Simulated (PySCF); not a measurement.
System: sum formula H₅BN₂O, charge 0, multiplicity 1. SMILES: NB(N)O
Geometry from a B3LYP-D3(BJ)/def2-TZVP (Ansatz) optimisation:
```
B
O 1 1.3876
H 2 0.9591 1 114.34
N 1 1.4179 2 116.31 3 -180.00
H 4 1.0026 1 124.43 2 -180.00
H 4 1.0039 5 114.43 1 -180.00
N 1 1.4254 2 121.90 3 0.00
H 7 1.0036 1 123.69 2 0.00
H 7 1.0039 8 113.21 1 -180.00
```

Dispersion corrections to the total energy (kcal/mol) from the dftd3 and dftd4 libraries through PySCF: D3(BJ) without and D4 with the three-body term, each with the damping fitted for the functional named.

```
functional  D3(BJ)     D4
----------  ------  -----
BHLYP        -3.82  -3.04
CAM-B3LYP        ?  -2.30
r2SCAN           ?  -0.68
HSE06        -1.78  -2.13
BLYP         -6.24  -6.45
PBE          -3.01  -2.81
B2PLYP           ?  -1.95
```

### Question
What belongs in the gaps?

### Answer

- CAM-B3LYP, D3(BJ): -2.14
- r2SCAN, D3(BJ): -0.81
- B2PLYP, D3(BJ): -2.24
